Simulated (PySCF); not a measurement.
## Telling isomers of C₅H₈ClF₃Si apart by NMR

[PySCF: structure optimised with GFN2-xTB; shielding tensors at PBE0/pcSseg-1 (GIAO); rapidly exchanging positions averaged; gas phase; no relativistic terms; one computed conformer]

Scale: $^{1}$H (31.72 ppm) and $^{13}$C (186.93 ppm) vs TMS (reference shieldings calculated alike). Splittings of carbon signals by F and P are missing where no couplings were computed. Where no couplings were computed, multiplicities follow the n + 1 count of equivalent neighbours, and m marks all less simple cases (inequivalent or close neighbours, rings, F or P nearby). Shifts are as computed. Against solution values, carbons near 30 ppm lie about +3 ppm off and those near 130 ppm about +5 ppm; carbons on Cl a further +6 ppm. Of 1309 compounds with measured shifts, 239 miss one by over three times the rms of a fit or turn the order of signals round; such compounds aren't used in these exercises. Carbons bonded to Cl come out too deshielded.

(1) Tabulate the signals of `C/C(=C/Cl)[C@@H]([SiH3])C(F)(F)F`, `C/C(=C\Cl)[C@@H]([SiH3])C(F)(F)F`, `FC(F)(F)[SiH2]C1(Cl)CCC1`, `C=C[SiH2][C@](C)(Cl)C(F)(F)F` and their relative energies.

(2) What is the quickest way to tell C/C(=C\Cl)[C@@H]([SiH3])C(F)(F)F from C=C[SiH2][C@](C)(Cl)C(F)(F)F?

(3) What is the quickest way to tell C/C(=C/Cl)[C@@H]([SiH3])C(F)(F)F from FC(F)(F)[SiH2]C1(Cl)CCC1?

(4) What is the quickest way to tell FC(F)(F)[SiH2]C1(Cl)CCC1 from C=C[SiH2][C@](C)(Cl)C(F)(F)F?

Results:

(1) 
```json
{"SMILES": "C/C(=C/Cl)[C@@H]([SiH3])C(F)(F)F", "carbon types": "2×C 2×CH 1×CH3", "δC": "141.0, 136.9, 125.3, 37.2, 21.4", "δH": "6.01 (s, 1H), 4.00 (d, 3H), 3.63 (m, 1H), 2.09 (s, 3H)", "E rel. (kcal/mol)": "0.0"}
{"SMILES": "C/C(=C\\Cl)[C@@H]([SiH3])C(F)(F)F", "carbon types": "2×C 2×CH 1×CH3", "δC": "139.1, 136.7, 128.9, 40.6, 21.5", "δH": "6.39 (s, 1H), 4.03 (d, 3H), 2.41 (m, 1H), 2.05 (s, 3H)", "E rel. (kcal/mol)": "1.6"}
{"SMILES": "FC(F)(F)[SiH2]C1(Cl)CCC1", "carbon types": "2×C 3×CH2", "δC": "138.7, 53.6, 38.7, 15.2", "δH": "4.26 (m, 2H), 2.86 (m, 2H), 2.75 (m, 2H), 2.09 (m, 1H), 2.08 (m, 1H)", "E rel. (kcal/mol)": "5.5"}
{"SMILES": "C=C[SiH2][C@](C)(Cl)C(F)(F)F", "carbon types": "2×C 1×CH 1×CH2 1×CH3", "δC": "148.1, 136.9, 136.8, 59.6, 22.8", "δH": "6.72 (m, 1H), 6.69 (m, 1H), 6.39 (m, 1H), 4.78 (m, 1H), 4.65 (m, 1H), 1.75 (s, 3H)", "E rel. (kcal/mol)": "1.3"}
```

Energies are electronic energies at PBE0/pcSseg-1 on these geometries, without zero-point or thermal terms, each for the one conformer computed, which needn't be the lowest.

(2) Both give the same number of carbon signals, but DEPT or the intensities differ. The first has an allylic sp3 CH bonded to Si at 40.6 ppm, the second a terminal =CH2 carbon at 148.1 ppm. Their most deshielded carbons lie at 139.1 and 148.1 ppm.

(3) Count the carbon signals: 5 against 4. The first has an alkene CH at 125.3 ppm, the second a fully substituted sp3 carbon bonded to Cl and Si (C) at 53.6 ppm. Their most deshielded carbons lie at 141.0 and 138.7 ppm. In the proton spectra the most deshielded non-exchanging signals are 6.01 (s, 1H) and 4.26 (m, 2H).

(4) Count the carbon signals: 4 against 5. The first has an sp3 CH2 in a ring at 38.7 ppm, the second a terminal =CH2 carbon at 148.1 ppm. Their most deshielded carbons lie at 138.7 and 148.1 ppm. In the proton spectra the most deshielded non-exchanging signals are 4.26 (m, 2H) and 6.72 (m, 1H).
